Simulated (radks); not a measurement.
The numbers below are computed, except where a source is named.
Q: These are the eigenvalues of the occupied orbitals of an atom or ion with whole-number occupations (eV). Code: a radial shooting solver on a logarithmic mesh with Libxc functionals. Model: Dirac Kohn-Sham, PBE, spin-unpolarised, spherical densities, finite nucleus; Fermi nuclear charge, rms radius of each element as measured or else 0.836 A^(1/3) + 0.57 fm.

| orbital | eigenvalue |
|---|---|
| 1s1/2 | -20873.71 |
| 2s1/2 | -2991.161 |
| 2p1/2 | -2759.475 |
| 2p3/2 | -2641.218 |
| 3s1/2 | -534.3182 |
| 3p1/2 | -445.2722 |
| 3p3/2 | -425.4980 |
| 3d3/2 | -267.9899 |
| 3d5/2 | -264.1892 |
| 4s1/2 | -89.4502 |
| 4p1/2 | -63.4711 |
| 4p3/2 | -60.5287 |
| 4d3/2 | -22.6054 |
| 4d5/2 | -22.2984 |

Which element is it, and in what charge state? The configuration may be excited. Open shells, if any, fill j = l - 1/2 first.

A: Z = 43, technetium, charge +2: Tc2+ in [Kr] 4d5. The list shows which subshells hold electrons but not how many an open one holds; the 1s level, -767.09 hartree, gives Z - s = 39.2 by -(Z - s)^2/2, which with screening and relativity narrows Z to a few neighbours, and the depths of the outer levels then fix element, charge and occupations together.
